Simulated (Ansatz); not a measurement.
Tl2F. Charge 0, multiplicity 4. Geometry PBE0-D4/def2-TZVP; atoms count from 1.

```xyz
3

Tl    1.506   -0.099   -0.308
Tl   -1.013   -0.961    0.650
F    -0.492    1.060   -0.341
```

In the def2 sets Tl takes a core potential; there is no spin–orbit coupling. At PBE0-D4/def2-TZVP a doublet of charge 0 lies 4.31 eV below the quartet, each at its own geometry. The structure comes from a short search, and lower isomers may exist.

Q: Estimate the Mulliken populations from the PBE0/def2-TZVP orbitals of Ansatz.

A: 
```json
{"atom": "Tl1", "charge (e)": "0.20", "spin (α − β)": "1.36"}
{"atom": "Tl2", "charge (e)": "0.20", "spin (α − β)": "1.36"}
{"atom": "F3", "charge (e)": "-0.41", "spin (α − β)": "0.28"}
```
Mulliken values and Mayer orders depend strongly on the basis.

Q: Where does the spin sit?

A: Summed by element: Tl 2.72, F 0.28, of 3 unpaired in all. Largest on single atoms: Tl1 1.36, Tl2 1.36, F3 0.28.

Q: And the Mayer bond orders between bonded heavy atoms (over 0.3)?

A: Tl1–Tl2 1.34 (2.83 Å); Tl1–F3 0.41 (2.31 Å); Tl2–F3 0.41 (2.31 Å).
